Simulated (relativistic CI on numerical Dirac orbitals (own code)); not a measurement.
Radial parameters of Br¹⁷⁺

Computed by Dirac-Coulomb-Breit CI, orbitals from a KLI potential per configuration, QED by a radiative potential, unscaled Slater integrals (own radial code, finite nucleus).

Slater integrals F^k, G^k are unscaled and averaged over j, outside the closed core [Ne]; ζ comes from projecting the Hamiltonian with its Breit term on Σ l·s of the shell.

- 3s2.3p5.3d: ζ(3p) = 49388, F^2(3p,3d) = 205360, G^1(3p,3d) = 229200, G^3(3p,3d) = 150160, ζ(3d) = 5403.6 cm⁻¹; <r>(3p) = 0.4849, <r^2>(3p) = 0.2712, <r>(3d) = 0.4445, <r^2>(3d) = 0.2305 (bohr units).
- 3s.3p6.3d: G^2(3s,3d) = 174020, ζ(3d) = 5482 cm⁻¹; <r>(3s) = 0.4921, <r^2>(3s) = 0.2756, <r>(3d) = 0.4452, <r^2>(3d) = 0.2313 (bohr units).
- 3s2.3p5.4s: ζ(3p) = 50627, G^1(3p,4s) = 24966 cm⁻¹; <r>(3p) = 0.4796, <r^2>(3p) = 0.2653, <r>(4s) = 0.9797, <r^2>(4s) = 1.077 (bohr units).

Averages of the first 10 configurations, taken without configuration mixing, which lowers the lowest level and can move excited configurations by several eV; other configurations of the list can lie among them:

```csv
Configuration,Parity,States,Average energy above the lowest level (eV)
3s2.3p6,even,1,0.3
3s2.3p5.3d,odd,60,96.1
3s.3p6.3d,even,20,172.9
3s2.3p5.4s,odd,12,340.3
3s2.3p5.4p,even,36,365.9
3s2.3p5.4d,odd,60,402.7
3s.3p6.4s,even,4,418.0
3s2.3p5.4f,even,84,432.6
3p6.3d2,even,45,349.7
3p5.3d3,odd,720,443.7
```
